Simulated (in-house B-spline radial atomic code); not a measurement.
A run on Dy (an excited or competing configuration) that did not converge. Method: scalar-relativistic (X2C) wB97X, spin-polarised, spherical fractional occupations, exact exchange averaged over the configuration, Fermi nucleus of rms radius 5.2218 fm; computed with an all-electron radial atomic-structure program (B-spline basis).

Command:
```bash
python run_scf.py task.json out
```
Settings (nuclear radius in fm, mass in u):
```
Z                66
configuration    [Xe] 4f10 5f1 6s1
hamiltonian      x2c
method           wb97x
spin_polarised   True
nucleus          fermi
rms_radius       5.2218
atomic_mass      163.92918
speed_of_light   137.035999084
exact_exchange   averaged over the configuration
```

First and last ten iterations of the last attempt (damped for 15 steps, keeping 80 % of the old Fock matrix, then DIIS):
```
 iter        energy (Eh)    residual
    1      -12101.308614    7.84e-01
    2      -12109.284081    1.42e+00
    3      -12133.362142    9.19e-01
    4      -12146.341208    5.79e-01
    5      -12152.832910    3.81e+00
    6      -12152.870212    1.79e-01
    7      -12153.755143    1.33e-01
    8      -12154.238565    1.06e-01
    9      -12154.536513    1.06e-01
   10      -12154.820208    1.02e-01
  111      -12157.256042    2.06e-03
  112      -12157.255851    2.69e-03
  113      -12157.255973    2.30e-03
  114      -12157.255469    1.12e-03
  115      -12157.255600    1.44e-03
  116      -12157.255675    8.28e-04
  117      -12157.255879    9.22e-04
  118      -12157.255992    1.15e-03
  119      -12157.256078    1.47e-03
  120      -12157.256038    2.58e-03
 not converged after 120 iterations
```

The smallest residual met was 7.7e-04; the threshold is about 7e-07. No energy from this run should be used. Run time, properties included: 51 s on 1 thread of Intel(R) Xeon(R) 6975P-C, on a shared host.
